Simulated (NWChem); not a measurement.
**Basis-set dependence for O$_{2}$Si (-1)**

```xyz
3

O     -1.4773     0.0000     0.2769
Si     0.0000     0.0000    -0.3164
O      1.4773     0.0000     0.2769
```
Charge -1, spin multiplicity 2.

Everything below was run with NWChem. The geometry was optimised at UPBE/def2-SVP, a minimum by its harmonic frequencies.

Hartree-Fock energies in Ha, correlation energies in mHa.

The correlated methods keep 7 core orbitals frozen. This spin state was chosen for the runs; another may lie lower. The structure started from a generated list of species. The unpaired electrons of the parent sit in orbitals of symmetry a1 (C2v labels of the run); other states weren't searched. The anion's geometry comes from a basis without diffuse functions. No SCF solution was tested for a lower state. Open-shell Hartree-Fock references start from PBE0 orbitals.

| basis | functions | UHF | UMP2 | SCS-UMP2 |
|---|---|---|---|---|
| aug-cc-pVDZ | 73 | -438.71386 | -510.1 | -487.7 |
| aug-cc-pVTZ | 142 | -438.77724 | -612.9 | -592.9 |

From aug-cc-pVDZ to aug-cc-pVTZ the Hartree-Fock energy moves by -63.4 mHa and the UMP2 correlation energy by -102.8 mHa, which is 17 % of its value in the larger set.
